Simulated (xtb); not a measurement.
F₄Ge, singlet, from a rough starting geometry; xtb 6.7.1 with GFN2-xTB.

The xtb input:
```
$ xtb mol.xyz --gfn 2 --opt vtight --json

# file mol.xyz
5

F      1.25379663    -1.03200648    -0.08281086
Ge    -0.00031219    -0.00099626    -0.03057266
F      0.60399298     1.56429813     0.01578812
F     -1.03786772    -0.22124160    -1.29778849
F     -0.85303016    -0.31308141     1.42576985
```

Write the output that xtb gives for this input, abridged.


```
   ID    Z sym.   atoms
    1    9 F      1, 3-5
    2   32 Ge     2

           -------------------------------------------------
          |                Calculation Setup                |
           -------------------------------------------------

           -------------------------------------------------
          |                 G F N 2 - x T B                 |
           -------------------------------------------------

          ...................................................
          :                      SETUP                      :
          :.................................................:
          :  # basis functions                  26          :
          :  # atomic orbitals                  25          :
          :  # shells                           11          :
          :  # electrons                        32          :
          :  max. iterations                   250          :
          :  Hamiltonian                  GFN2-xTB          :
          :  restarted?                      false          :
          :  GBSA solvation                  false          :
          :  PC potential                    false          :
          :  electronic temp.          300.0000000     K    :
          :  accuracy                    1.0000000          :
          :  -> integral cutoff          0.2500000E+02      :
          :  -> integral neglect         0.1000000E-07      :
          :  -> SCF convergence          0.1000000E-05 Eh   :
          :  -> wf. convergence          0.1000000E-03 e    :
          :  Broyden damping             0.4000000          :
          :  net charge                          0          :
          :  unpaired electrons                  0          :
          ...................................................

 iter      E             dE          RMSdq      gap      omega  full diag
   1    -20.2646687 -0.202647E+02  0.924E+00    7.58       0.0  T
   2    -20.2717126 -0.704382E-02  0.890E+00   12.21       1.0  T
   3    -21.0174662 -0.745754E+00  0.344E+00    8.95       1.0  T
   4    -21.0174426  0.236214E-04  0.724E-01    8.67       1.0  T
   5    -21.0196472 -0.220462E-02  0.222E-01    8.80       1.0  T
   6    -21.0199404 -0.293246E-03  0.560E-02    8.76       1.0  T
   7    -21.0199411 -0.627591E-06  0.439E-03    8.76      10.2  T
   8    -21.0199411  0.143049E-07  0.227E-03    8.76      19.7  T
   9    -21.0199411 -0.198036E-07  0.546E-04    8.76      82.0  T
[...]
         :: total energy             -20.994032138187 Eh    ::
 * total energy  :   -20.9940321 Eh     change       -0.2273026E-10 Eh
 * total energy  :   -20.9948972 Eh     change       -0.8650732E-03 Eh
 * total energy  :   -20.9957811 Eh     change       -0.8838654E-03 Eh
 * total energy  :   -20.9957880 Eh     change       -0.6891916E-05 Eh
 * total energy  :   -20.9957935 Eh     change       -0.5498771E-05 Eh
 * total energy  :   -20.9957964 Eh     change       -0.2926440E-05 Eh
 * total energy  :   -20.9957969 Eh     change       -0.4852667E-06 Eh
 * total energy  :   -20.9957972 Eh     change       -0.2803231E-06 Eh
 * total energy  :   -20.9957972 Eh     change       -0.8610396E-08 Eh
   *** GEOMETRY OPTIMIZATION CONVERGED AFTER 9 ITERATIONS ***
         :: total energy             -20.995797170038 Eh    ::
[...]
        24                          0.7603364              20.6898
        25                          0.7603568              20.6904
      -------------------------------------------------------------
                  HL-Gap            0.3243106 Eh            8.8249 eV
             Fermi-level           -0.4058057 Eh          -11.0425 eV

     #   Z          covCN         q      C6AA      α(0)
     1   9 F        0.718    -0.142    10.660     3.855
     2  32 Ge       2.870     0.567   205.967    27.938
     3   9 F        0.718    -0.142    10.660     3.855
     4   9 F        0.718    -0.142    10.660     3.856
     5   9 F        0.718    -0.142    10.660     3.855

 Mol. C6AA /au·bohr⁶  :        713.138208
 Mol. C8AA /au·bohr⁸  :      35251.708590
 Mol. α(0) /au        :         43.360325

Wiberg/Mayer (AO) data.
largest (>0.10) Wiberg bond orders for each atom

 ---------------------------------------------------------------------------
     #   Z sym  total        # sym  WBO       # sym  WBO       # sym  WBO
 ---------------------------------------------------------------------------
     1   9 F    1.382 --     2 Ge   1.157
     2  32 Ge   4.630 --     1 F    1.157     5 F    1.157     3 F    1.157
                             4 F    1.157
     3   9 F    1.382 --     2 Ge   1.157
     4   9 F    1.382 --     2 Ge   1.157
     5   9 F    1.382 --     2 Ge   1.157
 ---------------------------------------------------------------------------

Topologies differ in total number of bonds
Writing topology from bond orders to xtbtopo.mol

molecular dipole:
                 x           y           z       tot (Debye)
 q only:        0.000      -0.000       0.000
   full:        0.000      -0.000       0.000       0.001
molecular quadrupole (traceless):
                xx          xy          yy          xz          yz          zz
 q only:        0.000       0.000      -0.000      -0.000       0.000      -0.000
  q+dip:        0.000       0.000      -0.000       0.000       0.000      -0.000
   full:        0.001       0.000      -0.000       0.000       0.001      -0.000

optimized geometry written to: xtbopt.xyz

           -------------------------------------------------
          | TOTAL ENERGY              -20.995797170038 Eh   |
          | GRADIENT NORM               0.000022265921 Eh/α |
          | HOMO-LUMO GAP               8.824940604339 eV   |
           -------------------------------------------------

normal termination of xtb
```
